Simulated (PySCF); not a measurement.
Computed IR spectrum (relative IR intensity) of a molecule C2H6FNOSi. Coordinates come from a PBE-D3(BJ)/def2-SVP optimisation. Other conformers were not sampled. All values below come from PySCF with PBE-D3(BJ)/def2-SVP. Frequencies are harmonic and unscaled.

Lines under 2 % of the strongest are left out, and lines within 2 cm⁻¹ are merged.

```json
[
 {"ν (cm⁻¹)": "74", "relative intensity": "9.5"},
 {"ν (cm⁻¹)": "89", "relative intensity": "5.2"},
 {"ν (cm⁻¹)": "252", "relative intensity": "18"},
 {"ν (cm⁻¹)": "273", "relative intensity": "11"},
 {"ν (cm⁻¹)": "408", "relative intensity": "99"},
 {"ν (cm⁻¹)": "465", "relative intensity": "23"},
 {"ν (cm⁻¹)": "665", "relative intensity": "6.7"},
 {"ν (cm⁻¹)": "699", "relative intensity": "24"},
 {"ν (cm⁻¹)": "772", "relative intensity": "28"},
 {"ν (cm⁻¹)": "818", "relative intensity": "25"},
 {"ν (cm⁻¹)": "829", "relative intensity": "23"},
 {"ν (cm⁻¹)": "909", "relative intensity": "100"},
 {"ν (cm⁻¹)": "918", "relative intensity": "60"},
 {"ν (cm⁻¹)": "996", "relative intensity": "87"},
 {"ν (cm⁻¹)": "1136", "relative intensity": "4.8"},
 {"ν (cm⁻¹)": "1211", "relative intensity": "4.5"},
 {"ν (cm⁻¹)": "1488", "relative intensity": "29"},
 {"ν (cm⁻¹)": "2930", "relative intensity": "42"},
 {"ν (cm⁻¹)": "2939", "relative intensity": "24"},
 {"ν (cm⁻¹)": "3019", "relative intensity": "28"},
 {"ν (cm⁻¹)": "3476", "relative intensity": "14"},
 {"ν (cm⁻¹)": "3569", "relative intensity": "20"}
]
```

Question: Pick the molecule that these values belong to.
A) N[Si]1(F)COC1
B) OC/C=N/[SiH2]F
C) C=CO[Si@@H](N)F
D) N[Si@@]1(F)CCO1

Answer: A, N[Si]1(F)COC1
